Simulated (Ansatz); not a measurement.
The cluster Rb₂H. Total charge 0; quartet. Geometry B3LYP-D4/def2-TZVP; atoms count from 1.

```xyz
3

Rb   -1.3651   -1.3129    2.2587
Rb    0.8550    2.2778   -1.6642
H     0.5101   -0.9649   -0.5945
```

In the def2 sets Rb takes a core potential; there is no spin–orbit coupling. In the quartet geometry the species has come apart into loosely held pieces. At PBE0-D4/def2-TZVP a doublet of charge 0 lies 1.81 eV below the quartet, each at its own geometry. The structure comes from a short search, and lower isomers may exist.

(1) Estimate the Mulliken populations from the PBE0/def2-TZVP orbitals of Ansatz.

(2) Where does the spin sit?

## Answers

(1) 
```
atom  charge (e)  spin (α − β)
 Rb1       -0.02          1.02
 Rb2       -0.02          1.02
  H3        0.04          0.96
```
Mulliken values depend strongly on the basis.

(2) Summed by element: Rb 2.04, H 0.96, of 3 unpaired in all. Largest on single atoms: Rb1 1.02, Rb2 1.02, H3 0.96.
